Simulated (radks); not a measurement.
Effect of the nuclear size on neutral indium, [Kr] 4d10 5s2 5p1. All-electron calculation, Dirac Kohn-Sham, exchange-only LDA, spin-unpolarised, spherical densities, finite nucleus; open shells fill j = l - 1/2 first; Fermi nuclear charge, rms radius 4.6156 fm. Program: a radial shooting solver on a logarithmic mesh with Libxc functionals. The rms radius is varied about that value; shifts are against it.

| rms radius (fm) | total energy shift (eV) | density at nucleus (e/bohr^3) | 1s1/2 shift (meV) | 2s1/2 shift (meV) | 4s1/2 shift (meV) | 4p1/2 shift (meV) | 5s1/2 shift (meV) |
|---|---|---|---|---|---|---|---|
| 3.8725 | -1.08 | 1.786e+05 | -452 | -51.3 | -1.87 | 0.165 | -0.129 |
| 4.2094 | -0.608 | 1.764e+05 | -256 | -29.0 | -1.06 | 0.093 | -0.073 |
| 4.6156 | 0 | 1.74e+05 | 0.000 | 0.000 | 0.000 | 0.000 | 0.000 |
| 4.8141 | 0.315 | 1.729e+05 | 132 | 15.0 | 0.546 | -0.048 | 0.038 |
| 5.0956 | 0.780 | 1.715e+05 | 328 | 37.2 | 1.36 | -0.120 | 0.093 |

Slopes of the eigenvalues against <r^2> in GHz/fm^2, as finite differences over the two radii next to the reference (eigenvalue slopes, not the field-shift constants of lines): 1s1/2 17200, 2s1/2 1950, 4s1/2 71.0, 4p1/2 -6.28, 5s1/2 4.90.
